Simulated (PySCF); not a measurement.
Compound: C₅H₄F₄O₂.
Numbering: `[F:1][C@@H:2]1[CH:3]=[CH:4][O:5][C@H:6]1[O:7][C:8]([F:9])([F:10])[F:11]` (hydrogens: H12 on C2; H13 on C3; H14 on C4; H15 on C6)

Method used: PBE0-D3(BJ)/def2-SVP geometry optimisation, gas phase in PySCF 2.14.0.

Entries marked ? are missing. Bonds in one row agree within 0.01 Å.

```json
{"coordinate": "F1–C2", "value": "1.378 Å"}
{"coordinate": "C2–C3", "value": "1.491 Å"}
{"coordinate": "C3=C4", "value": "?"}
{"coordinate": "C4–O5", "value": "1.357 Å"}
{"coordinate": "O5–C6", "value": "1.406 Å"}
{"coordinate": "C6–O7", "value": "1.406 Å"}
{"coordinate": "O7–C8", "value": "1.349 Å"}
{"coordinate": "C8–F9, C8–F11", "value": "?"}
{"coordinate": "C8–F10", "value": "?"}
{"coordinate": "C2–C6", "value": "?"}
{"coordinate": "C2–H12", "value": "1.101 Å"}
{"coordinate": "C3–H13", "value": "1.087 Å"}
{"coordinate": "C4–H14", "value": "1.090 Å"}
{"coordinate": "C6–H15", "value": "1.099 Å"}
{"coordinate": "F1–C2–C3", "value": "112.5°"}
{"coordinate": "F1–C2–C6", "value": "110.0°"}
{"coordinate": "C3–C2–C6", "value": "101.5°"}
{"coordinate": "C2–C3–C4", "value": "107.6°"}
{"coordinate": "C3–C4–O5", "value": "115.0°"}
{"coordinate": "C4–O5–C6", "value": "?"}
{"coordinate": "O5–C6–O7", "value": "?"}
{"coordinate": "C2–C6–O5", "value": "107.1°"}
{"coordinate": "C2–C6–O7", "value": "107.4°"}
{"coordinate": "C6–O7–C8", "value": "118.4°"}
{"coordinate": "O7–C8–F9", "value": "?"}
{"coordinate": "O7–C8–F10", "value": "?"}
{"coordinate": "O7–C8–F11", "value": "?"}
{"coordinate": "F9–C8–F10", "value": "108.7°"}
{"coordinate": "F9–C8–F11", "value": "107.4°"}
```

Problem. Fill in the missing values.

Solution. 
- C3=C4 = 1.336 Å, drawn double (alkene CH carbon to vinylic carbon bearing oxygen); 0.12 Å below the sum of covalent radii, 1.46 Å.
- C8–F9, C8–F11 = 1.331 Å, drawn single (CF3 carbon to fluorine of a CF3 group); equal to the sum of covalent radii, 1.33 Å.
- C8–F10 = 1.318 Å, drawn single (CF3 carbon to fluorine of a CF3 group); 0.01 Å below the sum of covalent radii, 1.33 Å.
- C2–C6 = 1.536 Å, drawn single (sp3 C–F carbon to sp3 carbon bearing two oxygens); 0.02 Å above the sum of covalent radii, 1.52 Å.
- C4–O5–C6 = 107.1°, at the cyclic ether oxygen, inside a 5-membered ring; the outer atoms are 2.224 Å apart.
- O5–C6–O7 = 110.1°, at the sp3 carbon bearing two oxygens; the outer atoms are 2.305 Å apart.
- O7–C8–F9 = 111.8°, at the CF3 carbon; the outer atoms are 2.223 Å apart.
- O7–C8–F10 = 107.6°, at the CF3 carbon; the outer atoms are 2.153 Å apart.
- O7–C8–F11 = 112.7°, at the CF3 carbon; the outer atoms are 2.228 Å apart.

Radii are Cordero's, carbon taken as 0.76, 0.73 or 0.69 Å for four, three, and two or fewer neighbours.

Not checked by PBE0-D3(BJ)/def2-SVP frequencies. The numbers are those of one conformer (O5–C6–O7–C8 -73°, F1–C2–C3–C4 -109°, C3–C4–O5–C6 -7°, C4–O5–C6–O7 -104°, F1–C2–C6–O5 107°).
